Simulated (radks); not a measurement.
Q: The magnesium ion Mg3+, configuration [He] 2s2 2p5. All-electron calculation, non-relativistic Kohn-Sham, PBE, spin-polarised, spherical densities, point nucleus; open shells are filled with parallel spins first. Program: a radial shooting solver on a logarithmic mesh with Libxc functionals. Some entries of the table are withheld. Estimate them.

orbital,occ.,eigenvalue (hartree),r(max) (bohr),<r^2> (bohr^2)
1s up,1,-48.33303,(1),(2)
1s down,1,-48.28692,(3),(4)
2s up,1,-4.77333,0.5379,0.5376
2s down,1,-4.67712,0.5398,0.5448
2p up,3,-3.58384,0.4633,0.5135
2p down,2,-3.48040,0.4662,0.5258

A: 
(1) 1s up r(max) (bohr): 0.08539
(2) 1s up <r^2> (bohr^2): 0.02309
(3) 1s down r(max) (bohr): 0.08536
(4) 1s down <r^2> (bohr^2): 0.02304
